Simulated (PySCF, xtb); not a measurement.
Cu(I) cation (CuI), SMILES [Cu][I] (connectivity only; charge and spin as stated), charge +1, multiplicity 2.

Harmonic wavenumbers (cm⁻¹) from GFN2-xTB (xtb) at its own minimum, in rising order: 199.

Q: What does PySCF with B3LYP-D3(BJ)/def2-TZVP give at its own minimum? (An estimate is asked for; the answer gives what the named calculation found.)

A: 207. Paired by order, the mean absolute difference is 8 cm⁻¹ and the zero-point energies are 0.3 and 0.3 kcal/mol.
